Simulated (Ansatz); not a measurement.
F$_{4}$Ge (`[F][Ge]([F])([F])[F]`), relaxed with RKS PBE-D4/def2-SVP in Ansatz 0.2.0 from a rough embedded geometry. The force threshold is 0.03 eV/Å; the program also tests the step.

Total charge 0; spin multiplicity 1.

Start:

```xyz
5

F     0.643    0.190    1.629
Ge    0.000    0.021    0.008
F    -0.656   -1.576   -0.134
F    -1.249    1.121   -0.305
F     1.262    0.244   -1.198
```

Problem. How much energy does the relaxation release, and in how many steps? (An estimate is asked.)

Solution. Ansatz gave: 5.93 kJ/mol, in 2 steps.

Problem. Which bonds change most? (An estimate is asked.)

Solution. Ansatz gave: Ge2–F5 from 1.759 to 1.720 Å; F1–Ge2 from 1.752 to 1.720 Å; Ge2–F4 from 1.694 to 1.720 Å; Ge2–F3 from 1.732 to 1.720 Å.

Problem. Give the relaxed structure. (An estimate is asked.)

Solution. The calculation gave: 
```xyz
5

F     0.637    0.212    1.583
Ge    0.000    0.000    0.000
F    -0.640   -1.589   -0.146
F    -1.249    1.148   -0.281
F     1.252    0.229   -1.156
```
